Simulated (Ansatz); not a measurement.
## Which method gave which barrier?

Saddle point of CH3BrCl (charge -1), singlet ([CH₃Cl ([CH3][Cl]) + Br]⁻ → [CH₃Br ([CH3][Br]) + Cl]⁻; bonds formed: C2–Br3; bonds broken: Cl1–C2), PBE0-D4/def2-TZVPD structure:

```xyz
6
angstrom
Cl -2.2436 -0.5427 0.4489
C 0.0092 0.0022 -0.0019
Br 2.2998 0.5563 -0.4602
H -0.1311 -0.3794 -0.9942
H -0.2286 1.0249 0.2163
H 0.2943 -0.6613 0.7909
```

Computed with Ansatz 0.2.0 (basis: def2-TZVPPD, with def2-QZVPPD for the basis limit); correlated methods freeze the cores. Filled d shells of the heavier atoms are correlated. The def2 sets are not built for correlating such inner shells, so the correlated values are less sure here. Extrapolation: Hartree–Fock as exp(−7.88 √X), correlation as X^−2.97. Four methods, as single points on the PBE0-D4 structures, gave these electronic barriers from the start structure: 37.2, 55.7, 63.7, 84.3 kJ/mol.

Question: The methods were, in alphabetical order, CCSD(T), HF, PBE0-D4, SPW92. Which gave which? (Judge from chemistry; the calculation decides.)

Answer: Computed: SPW92 37.2; PBE0-D4 55.7; CCSD(T) 63.7; HF 84.3 kJ/mol. For comparison, CCSD(T) at an estimated basis limit (MP2 extrapolated from triple and quadruple zeta, plus CCSD(T) − MP2 in triple zeta) gives 64.5 kJ/mol.

The T1 diagnostic stays at or below 0.015.

Labels in which every atom is bracketed show which atoms are joined, not bond orders.

For scale, one of the runs: CCSD(T)/def2-TZVPPD, 196 basis functions, launched by `ansatz run in.yaml --threads 4 --pin off --events-out ev --progress --plain --max-ram 9574MiB`. Time: 45 s of wall clock on 4 CPU threads of an Arm Neoverse V2; the host was shared. Peak host memory: 2.3 GiB.
